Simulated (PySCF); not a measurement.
# Electron correlation in F⁺ (fluorine, charge +1)

[He] 2s2 2p4, high-spin 3P determinant. Computed with PySCF 2.14 in cc-pVDZ, with the non-relativistic Hamiltonian (point nucleus). Frozen: 1s2; 6 electrons correlated.

MP2 pair energies summed by pair of shells (mhartree):

| pair | energy | share (%) |
| --- | --- | --- |
| 2p-2p | -46.97 | 47.7 |
| 2s-2p | -44.15 | 44.8 |
| 2s-2s | -7.40 | 7.5 |

Total MP2 correlation energy: -98.53 mhartree.

Same-spin part -24.28 and opposite-spin part -74.25 mhartree; SCS-MP2 scales them by 1/3 and 6/5 to -97.19 mhartree.

| level | correlation energy (mhartree) |
| --- | --- |
| CCSD | -112.35 |
| (T) | -0.78 |
| CCSD(T) | -113.13 |

Diagnostics: T1 = 0.0035, D1 = 0.0058, largest double amplitude 0.042.

Cost of the coupled-cluster step: 0.09 s of wall time on 1 thread of Neoverse-V1 (shared host), for 6 correlated electrons.

Iterations:

```
CC2 = 0
CCSD nocc = (np.int64(4), np.int64(2)), nmo = (13, 13)
frozen orbitals [[0], [0]]
max_cycle = 100
direct = 0
conv_tol = 1e-08
conv_tol_normt = 1e-06
diis_space = 8
diis_start_cycle = 0
Init t2, MP2 energy = -0.0985283335917907
Init E_corr(UCCSD) = -0.0985283335932341
cycle = 1  E_corr(UCCSD) = -0.109748173762385  dE = -0.0112198402  norm(t1,t2) = 0.0199808
cycle = 2  E_corr(UCCSD) = -0.111674163407985  dE = -0.00192598965  norm(t1,t2) = 0.00556891
cycle = 3  E_corr(UCCSD) = -0.112367626403053  dE = -0.000693462995  norm(t1,t2) = 0.00224292
cycle = 4  E_corr(UCCSD) = -0.112340361708801  dE = 2.72646943e-05  norm(t1,t2) = 0.000557276
cycle = 5  E_corr(UCCSD) = -0.112345298759674  dE = -4.93705087e-06  norm(t1,t2) = 7.89352e-05
cycle = 6  E_corr(UCCSD) = -0.112345087561511  dE = 2.11198163e-07  norm(t1,t2) = 1.05827e-05
cycle = 7  E_corr(UCCSD) = -0.112345169092218  dE = -8.15307068e-08  norm(t1,t2) = 1.35483e-06
cycle = 8  E_corr(UCCSD) = -0.112345151594944  dE = 1.74972733e-08  norm(t1,t2) = 2.18361e-07
cycle = 9  E_corr(UCCSD) = -0.112345151713552  dE = -1.18608234e-10  norm(t1,t2) = 4.08847e-08
UCCSD converged
E(UCCSD) = -98.91283045183626  E_corr = -0.1123451517135525
UCCSD(T) correction = -0.000778672866319982
```
